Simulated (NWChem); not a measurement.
System: hexafluorocyclobutene (C4F6); SMILES FC1=C(F)C(F)(F)C1(F)F

Here is an NWChem input.

```
start job
memory heap 200 mb stack 900 mb global 1100 mb
geometry units angstroms noautosym nocenter noautoz
  F      1.590591     0.000000     1.885583
  C      0.670772     0.000000     0.965309
  C     -0.670772     0.000000     0.965309
  F     -1.590591     0.000000     1.885583
  C     -0.781149     0.000000    -0.530808
  F     -1.334956    -1.082814    -1.087172
  F     -1.334956     1.082814    -1.087172
  C      0.781149     0.000000    -0.530808
  F      1.334956     1.082814    -1.087172
  F      1.334956    -1.082814    -1.087172
end
basis spherical
  * library def2-svp
end
dft
  xc xpbe96 cpbe96
  iterations 150
end
cosmo
  dielec 2.0
end
task dft energy
```

Output (shortened):

```
             Northwest Computational Chemistry Package (NWChem) 7.3.0
             --------------------------------------------------------

                             Geometry "geometry" -> ""
                             -------------------------

 Output coordinates in angstroms (scale by  1.889725989 to convert to a.u.)

  No.       Tag          Charge          X              Y              Z
 ---- ---------------- ---------- -------------- -------------- --------------
    1 F                    9.0000     1.59059100     0.00000000     1.88558300
    2 C                    6.0000     0.67077200     0.00000000     0.96530900
    3 C                    6.0000    -0.67077200     0.00000000     0.96530900
    4 F                    9.0000    -1.59059100     0.00000000     1.88558300
    5 C                    6.0000    -0.78114900     0.00000000    -0.53080800
    6 F                    9.0000    -1.33495600    -1.08281400    -1.08717200
    7 F                    9.0000    -1.33495600     1.08281400    -1.08717200
    8 C                    6.0000     0.78114900     0.00000000    -0.53080800
    9 F                    9.0000     1.33495600     1.08281400    -1.08717200
   10 F                    9.0000     1.33495600    -1.08281400    -1.08717200

 Effective nuclear repulsion energy (a.u.)     597.5175865771

  pbe96 is a nonlocal functional; adding pw91lda local functional.

                                 NWChem DFT Module
                                 -----------------

 Summary of "ao basis" -> "ao basis" (spherical)
 ------------------------------------------------------------------------------
       Tag                 Description            Shells   Functions and Types
 ---------------- ------------------------------  ------  ---------------------
 F                          def2-svp                 6       14   3s2p1d
 C                          def2-svp                 6       14   3s2p1d

 in cosmo_initialize ...

 solvent parameters
 solvname_short: unkn
 solvname_long:  unknown
 dielec:        2.0000

          ---------------
          -cosmo- solvent
          ---------------
 Cosmo: York-Karplus, doi: 10.1021/jp992097l
 dielectric constant -eps-     =   2.00
 screen = (eps-1)/(eps    )    =   0.50000
 surface charge correction     = lagrangian

   van der Waals surface
 --------------------------

[...]

                                   COSMO solvation results
                                   -----------------------

                 gas phase energy =      -750.101093085410
                 sol phase energy =      -750.102887931211
 (electrostatic) solvation energy =         0.001794845801 (    1.13 kcal/mol)

                       DFT Final Molecular Orbital Analysis
                       ------------------------------------

 Vector   37  Occ=2.000000D+00  E=-3.399628D-01
              MO Center= -3.6D-08, -1.4D-08, -2.5D-01, r^2= 3.8D+00
   Bfn.  Coefficient  Atom+Function         Bfn.  Coefficient  Atom+Function
  ----- ------------  ---------------      ----- ------------  ---------------
    59      0.344952   5 C  s               101     -0.344952   8 C  s
    76      0.264059   6 F  pz               90      0.264059   7 F  pz
   118     -0.264059   9 F  pz              132     -0.264059  10 F  pz
     6      0.195926   1 F  pz               48     -0.195926   4 F  pz
    16     -0.193283   2 C  s                30      0.193283   3 C  s

 Vector   38  Occ=2.000000D+00  E=-2.757508D-01
              MO Center= -2.4D-08,  8.4D-09, -3.2D-01, r^2= 3.3D+00
   Bfn.  Coefficient  Atom+Function         Bfn.  Coefficient  Atom+Function
  ----- ------------  ---------------      ----- ------------  ---------------
    60      0.258283   5 C  px              102     -0.258283   8 C  px
    74      0.196771   6 F  px               88      0.196771   7 F  px
   116     -0.196771   9 F  px              130     -0.196771  10 F  px
    20      0.177230   2 C  pz               34      0.177230   3 C  pz
    62     -0.174521   5 C  pz              104     -0.174521   8 C  pz

 Vector   39  Occ=2.000000D+00  E=-2.628616D-01
              MO Center=  1.1D-08, -4.1D-09,  9.3D-01, r^2= 2.7D+00
   Bfn.  Coefficient  Atom+Function         Bfn.  Coefficient  Atom+Function
  ----- ------------  ---------------      ----- ------------  ---------------
    19      0.374153   2 C  py               33      0.374153   3 C  py
     5      0.281688   1 F  py               47      0.281688   4 F  py
     8     -0.213798   1 F  py               50     -0.213798   4 F  py
    22      0.191460   2 C  py               36      0.191460   3 C  py
    76     -0.111975   6 F  pz               90      0.111975   7 F  pz

 Vector   40  Occ=0.000000D+00  E=-5.530002D-02
              MO Center= -1.7D-08, -3.1D-09,  8.4D-01, r^2= 2.2D+00
   Bfn.  Coefficient  Atom+Function         Bfn.  Coefficient  Atom+Function
  ----- ------------  ---------------      ----- ------------  ---------------
    19      0.496184   2 C  py               33     -0.496184   3 C  py
    22      0.412859   2 C  py               36     -0.412859   3 C  py
    64     -0.232974   5 C  py              106      0.232974   8 C  py
     5      0.205983   1 F  py               47     -0.205983   4 F  py
     8     -0.172540   1 F  py               50      0.172540   4 F  py

 Vector   41  Occ=0.000000D+00  E= 3.094332D-03
              MO Center=  3.5D-08, -6.1D-10,  5.6D-01, r^2= 3.8D+00
   Bfn.  Coefficient  Atom+Function         Bfn.  Coefficient  Atom+Function
  ----- ------------  ---------------      ----- ------------  ---------------
    17      0.677891   2 C  s                31      0.677891   3 C  s
     3     -0.406274   1 F  s                45     -0.406274   4 F  s
    21      0.303317   2 C  px               35     -0.303317   3 C  px
    65     -0.262021   5 C  pz              107     -0.262021   8 C  pz
    59      0.233068   5 C  s               101      0.233068   8 C  s

[...]
```

Level: PBE/def2-SVP, COSMO on the gas-phase geometry. The geometry was optimised at PBE0/def2-SVP. COSMO prints the solvation energy as gas minus solution, so a positive value is a stabilisation.
